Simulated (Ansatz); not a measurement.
The cluster Sr₂S₂⁺. Total charge 1; doublet. Geometry r2SCAN-D4/def2-TZVP, basis def2-TZVP, Ansatz.

Cartesian coordinates in Å:
```
Sr 0.452 2.088 0.097
Sr -0.459 -2.086 -0.103
S 1.019 -0.164 -1.232
S -1.012 0.162 1.238
```

```csv
run,HOMO (eV),LUMO (eV)
A,-9.13,-6.94
B,-9.33,-6.71
C,-10.72,-3.30
D,-8.22,-7.50
E,-11.43,-4.76
F,-8.38,-7.63
```

In the def2 sets Sr takes a core potential; there is no spin–orbit coupling. B3LYP takes the VWN-RPA correlation. The structure comes from a short search, and lower isomers may exist.

HOMO and LUMO are taken over both spins.

Problem. The runs used B3LYP, BLYP, HF, PBE, PBE0, ωB97X-V. Estimate which is which.

Solution. A B3LYP (20 % exact exchange); B PBE0 (25 % exact exchange); C HF (100 % exact exchange); D BLYP (0 % exact exchange); E ωB97X-V (range-separated); F PBE (0 % exact exchange). Exact exchange lowers occupied and raises empty levels; among semilocal functionals meta-GGAs tend to open the gap a little, and such runs are hard to tell apart. The gap grows from 0.72 eV (BLYP) to 7.42 eV (HF).
